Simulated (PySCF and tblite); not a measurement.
C₈H₁₆, numbered as in [CH3:1][C@@H:2]1[CH2:3][CH2:4][CH2:5][CH2:6][C@H:7]1[CH3:8].

Free energies: B3LYP-D3(BJ)/def2-SVPD (IEF-PCM, chloroform) on PBE0-D3(BJ)/def2-SVP structures plus GFN2-xTB thermal terms, symmetry and mirror images included. Conformers within 3 kcal/mol (GFN2-xTB free energy) were kept, 6 at most. GIAO shieldings: PBE0/pcSseg-1 (IEF-PCM, chloroform). Shifts are against TMS (¹H), TMS (¹³C) at the same level. Codes: tblite and PySCF.

The 6-ring runs over atoms 2–3–4–5–6–7.

```json
{"conformer": "1", "shape": "6-ring chair (all substituents equatorial)", "weight %": "98.5", "dipole D": "0.10"}
{"conformer": "2", "shape": "6-ring chair (C1, C8 axial)", "weight %": "1.5", "dipole D": "0.04"}
```

Q: How do the computed shifts compare with measured ones?

A: 
```tsv
nucleus	signal	leading conformer	average	measured	medium
¹H	H1/H8	0.89	0.89	0.88	not stated in the table (CDCl3 in this author's series)
¹H	H2/H7	0.61	0.61	0.94	not stated in the table (CDCl3 in this author's series)
```

Measured values: The use of chemical shift calculations in the conformational analysis of substituted benzenes, New J. Chem. 2019 (ESI). Mean difference for ¹H: -0.16 ppm, scatter 0.17 ppm. The computed shifts are unscaled and lack vibrational corrections.
